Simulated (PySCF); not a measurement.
## Electron correlation in N⁺ (nitrogen, charge +1)

[He] 2s1 2p2 3d1, one real determinant (an excited configuration). All numbers are calculated (PySCF 2.14, the non-relativistic Hamiltonian (point nucleus), in aug-cc-pwCVDZ). Frozen: 1s2; 4 electrons correlated.

MP2 pair energies summed by pair of shells (mhartree):

```
 pair  energy  share (%)
2p-2p   -4.79       36.8
2s-2p   -3.93       30.2
2p-3d   -2.90       22.3
2s-3d   -1.40       10.8
```

Total MP2 correlation energy: -13.02 mhartree.

Same-spin part -13.02 and opposite-spin part 0.00 mhartree; SCS-MP2 scales them by 1/3 and 6/5 to -4.34 mhartree.

The reference is one real determinant that mixes LS terms of this configuration.
